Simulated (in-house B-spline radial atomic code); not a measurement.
Configurations of neutral magnesium, with energies counted from [Ne] 3s2. Computed with a radial B-spline atomic code at the basis-set limit: scalar-relativistic (X2C) PBE0, spin-polarised, spherical fractional occupations, Fermi nucleus of rms radius 3.057 fm. Caution: exact exchange at fractional occupations of open shells leaves self-interaction of up to several eV. Shells without spins written out take the highest spin.

Occupations are held fixed; configurations that lie above the ionisation limit could autoionise.

```
       configuration  E - E(ref) (eV)  highest orbital  its <r> (bohr)
        [Ne] 3s1 3d1           5.9958            3d up           9.664
        [Ne] 3s1 4d1           6.5505            4d up           17.93
[He] 2s2 2p5 3s2 4p1           58.769            4p up           10.02
[He] 2s2 2p5 3s2 4d1           59.631            4d up           17.05
[He] 2s1 2p6 3s2 4p1           90.905            4p up           10.03
[He] 2s1 2p6 3s2 3d1           91.204            3d up           9.173
```

Question: Order these further configurations by energy, lowest first.
A. [He] 2s2 2p(2 up, 3 down) 3s2 4f(1 up, 0 down)
B. [He] 2s(1 up, 0 down) 2p6 3s2 3p(1 up, 0 down)
C. [Ne] 3s(0 up, 1 down) 4p(1 up, 0 down)
D. [He] 2s1 2p6 3s2 4s1
E. [Ne] 3s1 4f1

Answer: C (5.8754 eV), E (6.7353 eV), A (59.856 eV), B (87.316 eV), D (89.938 eV).

Question: How far above the reference does [Ne] 3s1 4p1 lie?

Answer: 5.7934 eV; its least bound orbital is 4p up with <r> = 10.97 bohr.

Question: How far above the reference does [He] 2s2 2p(2 up, 3 down) 3s2 3p(0 up, 1 down) lie?

Answer: 55.174 eV; its least bound orbital is 3p down with <r> = 3.533 bohr.
